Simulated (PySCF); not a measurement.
# Working out the excitation energy of Be+

Be+ [He] 2s1 (2S) → Be+ [He] 2p1 (2P). All numbers are calculated (PySCF 2.14, no relativity, point nucleus, in aug-cc-pCVTZ). Frozen: nothing. Energies in hartree (1 hartree = 27.21139 eV):

```
            part  Be+ (lower)  Be+ (upper)
             UHF   -14.277301   -14.130568
CCSD correlation    -0.043169    -0.043384
             (T)    -0.000021    -0.000022
```

Q: What does Hartree-Fock give?

A: (-14.130568) − (-14.277301) = 0.146733 hartree = 3.993 eV.

Q: What do CCSD and CCSD(T) give?

A: The CCSD correlation energies differ by -0.000215 hartree = -0.006 eV and the triples by -0.000001 hartree = 0.000 eV, so CCSD gives 3.987 eV and CCSD(T) 3.987 eV.

Measured between the centres of the two terms (NIST): 3.959 eV, so CCSD(T) (valence and next inner shell) is off by 0.028 eV.

What remains against the reference includes basis incompleteness and higher excitations.
